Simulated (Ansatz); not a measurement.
The cluster Al₆Ge. Total charge 0; triplet. Geometry B3LYP-D4/def2-SVP, that of the neutral singlet; atoms count from 1.

```csv
atom,x (Å),y (Å),z (Å)
Ge1,1.802,0.125,1.885
Al2,1.522,0.532,-0.679
Al3,-0.815,1.467,-1.331
Al4,0.203,-1.579,0.720
Al5,-0.516,1.130,1.228
Al6,-0.124,-1.125,-1.818
Al7,-2.071,-0.550,-0.005
```

At PBE0-D4/def2-TZVP a singlet of charge 0 lies 0.67 eV below the triplet at the same geometry. The structure comes from a short search, and lower isomers may exist.

**Question.** Estimate the Mulliken populations from the PBE0/def2-TZVP orbitals of Ansatz.

**Answer.** 
```
atom  charge (e)  spin (α − β)
 Ge1       -0.19          0.66
 Al2        0.03          0.02
 Al3        0.07          0.17
 Al4        0.04          0.08
 Al5        0.03          0.02
 Al6        0.01          0.51
 Al7        0.00          0.54
```
Mulliken values and Mayer orders depend strongly on the basis.

**Question.** Where does the spin sit?

**Answer.** Summed by element: Ge 0.66, Al 1.34, of 2 unpaired in all. Largest on single atoms: Ge1 0.66, Al7 0.54, Al6 0.51.

**Question.** And the Mayer bond orders between bonded heavy atoms (over 0.3)?

**Answer.** Ge1–Al2 0.81 (2.61 Å); Ge1–Al4 0.70 (2.61 Å); Ge1–Al5 0.81 (2.61 Å); Al2–Al3 0.63 (2.60 Å); Al2–Al4 0.33 (2.86 Å); Al2–Al5 0.30 (2.85 Å); Al2–Al6 0.65 (2.60 Å); Al3–Al5 0.63 (2.60 Å); Al3–Al6 0.47 (2.73 Å); Al3–Al7 0.46 (2.72 Å); Al4–Al5 0.34 (2.85 Å); Al4–Al6 0.64 (2.60 Å); Al4–Al7 0.64 (2.60 Å); Al5–Al7 0.65 (2.60 Å); Al6–Al7 0.40 (2.72 Å). Values over 0.3 also appear between atoms too far apart for a bond (Al3–Al4 0.35 at 3.81 Å); they arise where an orbital or an unpaired electron spreads over both atoms.
